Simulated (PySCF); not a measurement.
methoxysilylmethanol (C2H8O2Si), SMILES CO[SiH2]CO.

Geometry: PBE0-D3(BJ)/def2-SVP. Other conformers were not sampled.

All values below come from SMD-M06-2X/def2-SVP run with PySCF.

Solvation free energies are E(SMD) − E(gas) at the gas-phase geometry, for 1 M in both phases. In vacuum the dipole moment is 1.83 D.

| solvent | ΔG(solv) (kcal/mol) | its non-electrostatic (CDS) part | dipole (D) |
|---|---|---|---|
| water | -4.5 | 4.1 | 2.33 |
| n-hexane | -2.4 | -1.0 | 1.94 |
| dichloromethane | -4.4 | -0.2 | 2.11 |
